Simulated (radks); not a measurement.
The numbers below are computed, except where a source is named.
Problem. The mean radii <r> (bohr) of the occupied orbitals of an atom or ion are listed with their occupations. Code: a radial shooting solver on a logarithmic mesh with Libxc functionals. Model: scalar-relativistic Kohn-Sham, r2SCAN, spin-polarised, spherical densities, finite nucleus; meta-GGA in the generalised Kohn-Sham scheme; Fermi nuclear charge, rms radius of each element as measured or else 0.836 A^(1/3) + 0.57 fm.

orbital  occ.      <r>
1s down     1  0.02232
1s up       1  0.02232
2s down     1  0.09509
2s up       1  0.09509
2p down     3  0.08390
2p up       3  0.08390
3s up       1   0.2492
3s down     1   0.2490
3p up       3   0.2478
3p down     3   0.2475
3d up       5   0.2260
3d down     5   0.2257
4s up       1   0.5615
4s down     1   0.5619
4p up       3   0.5915
4p down     3   0.5920
4d up       5   0.6346
4d down     5   0.6358
5s up       1    1.184
5s down     1    1.196
4f up       4   0.7182

Name the element and its charge. Open shells, if any, are filled with parallel spins first.

Solution. Z = 63, europium, charge +11: Eu11+ in [Kr] 4d10 4f4 5s2. The 1s radius gives Z: for a bare nucleus <r> = (2 gamma + 1)/(2Z) with gamma = sqrt(1 - (Z/c)^2), 0.02203 bohr for Z = 63, and screening makes it slightly larger (0.02232 here). The occupations add up to 52, and the charge is Z minus that.
